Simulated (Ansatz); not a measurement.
This Ansatz (an electronic-structure program) input (B3LYP/def2-TZVPD) gives -75.09698 Eh with 40 basis functions.

Ansatz 0.2 input:
```yaml
crystal:
  periodic: [false, false, false]
  atoms:
    - {symbol: O, position_ang: [0.00000000, 0.00000000, 0.00000000]}
basis:
  gaussian:
    orbitals: def2-TZVPD
hamiltonian:
  xc: {name: B3LYP}
magnetization: {spin_polarized: true, initial_magnetization: 2}
scf: {lower_state_search: full}
```

Change:
```diff
- orbitals: def2-TZVPD
+ orbitals: def2-SVP
```

**Question.** What does the run give now?

**Answer.** -75.00076 Eh (B3LYP/def2-SVP, 14 functions), a change of +96.22 mEh.
